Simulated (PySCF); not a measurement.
# Worked example: oscillator strength and radiative lifetime

Si(OMe)2 (C2H6O2Si), SMILES CO[Si]OC (connectivity only; charge and spin as stated), neutral, multiplicity 1.

Geometry: B3LYP-D3(BJ)/def2-SVP. Other conformers were not sampled.

TDA-CAM-B3LYP/def2-SVPD run with PySCF puts the first singlet state with f over 0.02 at 5.32 eV (vertical), with the transition dipole (0.000, 0.000, -1.058) in atomic units.

Q: Find the oscillator strength, the wavelength and the radiative lifetime that this transition would have in vacuum if emission retraced absorption.

A: 
|μ|² = 1.1194 au, so |μ| = 2.69 D. ΔE = 5.32/27.211 = 0.1955 hartree. f = (2/3) ΔE |μ|² = 0.146 (the program prints 0.146).
λ = 1239.84/5.32 = 233 nm; ν = 42909 cm⁻¹.
Einstein's coefficient A = 0.6670 ν² f s⁻¹ (ν in cm⁻¹) = 1.8e8 s⁻¹, so τ = 1/A = 5.6 ns. This state is S1. The figure is the radiative limit of this one transition; relaxation, internal conversion, crossing to triplets and a medium change what is measured.
